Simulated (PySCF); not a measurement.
W(OH)2(H)4 (H6O2W), SMILES [OH][WH4][OH], multiplicity 1.

The structure is a stationary point at PBE0-D3(BJ)/def2-SVP. The geometry has at least one imaginary mode, so it is a saddle point at that level. The multiplicity is an assumed one; no other spin state was optimised. The structure was generated by enumeration; whether it is a known compound was not checked. The def2 effective core potentials stand for the cores of W; spin–orbit coupling is left out. Other conformers were not sampled.

Computed with PySCF with PBE/def2-TZVPD.

Symmetry labels are those of the subgroup C2v that the program uses (full group C2v).

Task: List the valence orbital energies around the gap with their symmetry. (An estimate is asked for; the answer gives what the named calculation found.)

Result: 
| orbital | symmetry | energy (eV) |
|---|---|---|
| HOMO−7 | A1 | -9.78 |
| HOMO−6 | A1 | -9.52 |
| HOMO−5 | A2 | -9.20 |
| HOMO−4 | B2 | -8.66 |
| HOMO−3 | B1 | -8.30 |
| HOMO−2 | B2 | -7.73 |
| HOMO−1 | A1 | -6.99 |
| HOMO | B1 | -6.29 |
| LUMO | A2 | -2.92 |
| LUMO+1 | B2 | -2.05 |
| LUMO+2 | A1 | -1.68 |
| LUMO+3 | B1 | -0.77 |
